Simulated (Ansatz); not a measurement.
# Worked example: Ge2H4Cl2 → 2 GeH2Cl

Species: Ge2H4Cl2 `[Cl][GeH2][GeH2][Cl]`, singlet; GeH2Cl `[Cl][GeH2]`, doublet. 

Shapes, held fixed at every level: PBE0-D4/def2-TZVP. Flexible molecules stand in one conformer, not always the lowest. Programs: Ansatz 0.2.0. The zero-point and thermal change to 298 K, harmonic and unscaled (PBE0-D4/def2-TZVP), is -9.9 kJ/mol.

At CCSD(T)/def2-TZVPP; 1 Eh = 2625.50 kJ/mol:

```
 species   energy (Eh)
Ge2H4Cl2  -5073.155513
  GeH2Cl  -2536.521267
```

Problem. Work out ΔH(298 K) of the reaction at this level.

Solution. 
1. Products less reactants: 2 × (-2536.521267) − [(-5073.155513)] = 0.112979 Eh = +296.6 kJ/mol.
2. With the thermal change: +296.6 + (-9.9) = +286.7 kJ/mol.

Other levels give +196.4 (HF/def2-TZVPP) to +294.6 kJ/mol (MP2/def2-TZVPP). No measured value is set beside it here. Open shells run unrestricted unless RO is named. Relativity is left out for Ge unless named. Correlated rows may include outer-core shells of Ge, which these sets cover unevenly.
